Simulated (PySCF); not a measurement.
# What a mistake does to a calculation on GeH5O2Si cation

Calculated results; nothing here was measured. The program is PySCF 2.14.0, an open-source quantum chemistry code, run on an isolated molecule that a program drew, which may never have been made. The molecule is GeH5O2Si cation (charge +1, singlet), drawn as the SMILES string `[OH][GeH2][O][SiH2+]`.

Each row is a Hartree-Fock (HF) and frozen-core CCSD(T) single point in the cc-pV(D+d)Z basis, meant for a local HF minimum. Run 1 is clean. Each other run has one planted mistake out of seven kinds, and not every kind appears here: one electron removed, one electron added, multiplicity raised by two, geometry at a saddle point, minimal basis STO-3G, one bond length entered in bohr, all coordinates scaled. The reference is restricted for singlets and unrestricted otherwise, and also for a bond in bohr. Adding or removing an electron swaps singlet and doublet. Electrons count all cores. HOMO and LUMO are orbital energies over both spins, the gradient is its largest component, and the lowest frequency (negative if imaginary) is given only where the gradient is small. Bond lengths are over the 8 bonds as drawn. T1 is the CCSD diagnostic: over 0.02 (restricted) or 0.045 (unrestricted) a single reference is doubtful. Germanium has the cc-pVDZ-PP basis, with a core potential (ECP10MDF) in place of its 10 inner electrons, and its 3s, 3p and 3d shells are frozen in CCSD(T).

Geometry of the clean run:
```xyz
9
GeH5O2Si cation, angstrom
O     0.4929    3.9099   -0.4563
Ge    0.2546    2.3355    0.2798
O    -1.2303    1.9101   -0.7624
Si   -2.1531    2.4514   -1.8805
H     1.2053    4.4680   -0.1710
H    -0.2749    2.3805    1.6925
H     1.2905    1.3054   -0.0995
H    -1.9590    3.7752   -2.4568
H    -3.2309    1.5851   -2.3382
```

| run | electrons | basis functions | <S^2> | HOMO (eV) | LUMO (eV) | gradient (hartree/bohr) | lowest frequency (cm^-1) | mean bond (Å) | longest bond (Å) | T1 | HF (hartree) | CCSD(T) (hartree) | mistake |
|---|---|---|---|---|---|---|---|---|---|---|---|---|---|
| 1 | 66 | 99 | 0.000 | -16.92 | -4.25 | 2.6e-05 | 29 | 1.5058 | 1.863 | 0.0165 | -734.76606 | -735.36177 | no fault |
| 2 | 66 | 99 | 0.885 | -14.33 | -4.34 | 1.4e-02 | - | 1.6736 | 2.852 | 0.0330 | -734.65999 | -735.24159 | one bond length entered in bohr |
| 3 | 67 | 99 | 0.769 | -5.74 | 2.76 | 7.3e-02 | - | 1.5058 | 1.863 | 0.0146 | -734.94876 | -735.55619 | ? |
| 4 | 66 | 99 | 0.000 | -16.65 | -4.36 | 3.6e-02 | - | 1.5886 | 1.966 | 0.0196 | -734.73940 | -735.35000 | ? |

**Which mistake was planted in run 3, and what did it cost?**

It counts 67 electrons, one more than the clean run, at the same geometry and basis. So the mistake is: one electron added. Subtracting run 1 and multiplying by 627.51 kcal/mol a hartree, the energy moved by -114.6 kcal/mol in HF and -122.0 kcal/mol in CCSD(T).

**Which mistake was planted in run 4, and what did it cost?**

The mean and the longest bond both change by the same factor, 1.055, and the gradient is no longer small. So the mistake is: all coordinates scaled. Subtracting run 1 and multiplying by 627.51 kcal/mol a hartree, the energy moved by 16.7 kcal/mol in HF and 7.4 kcal/mol in CCSD(T).

